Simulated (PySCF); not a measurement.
# Yb⁺ (ytterbium, charge +1) across methods

[Xe] 4f14 6p1, 2P determinant (an excited configuration). All numbers are calculated (PySCF 2.14, scalar relativity by spin-free X2C-1e, in cc-pVDZ-X2C).

| method | E (hartree) | mean ε 4f α (eV) | mean ε 4f β (eV) | mean ε 6p α (eV) | Σ⟨r²⟩ (bohr²) | ⟨S²⟩ |
| --- | --- | --- | --- | --- | --- | --- |
| PBE | -14059.17 | -10.252 | -10.234 | -6.764 | 60.53 | 0.750 |
| UHF | -14054.13822 | -21.633 | -21.622 | -7.933 | 63.42 | 0.750 |
| LDA | -14049.77 | -10.555 | -10.536 | -6.741 | 60.30 | 0.750 |
| BLYP | -14060.07 | -10.101 | -10.083 | -6.608 | 60.53 | 0.750 |
| r2SCAN | -14059.27 | -10.192 | -10.165 | -6.785 | 60.65 | 0.750 |
| PBE0 | -14058.93 | -13.181 | -13.167 | -7.142 | 60.98 | 0.750 |

(1) Estimate the same row for revPBE.

Spin-orbit coupling, absent here, splits the open shell strongly.

Results:

(1) E (hartree) = -14059.57; mean ε 4f α (eV) = -10.179; mean ε 4f β (eV) = -10.161; mean ε 6p α (eV) = -6.759; Σ⟨r²⟩ (bohr²) = 60.62; ⟨S²⟩ = 0.750.
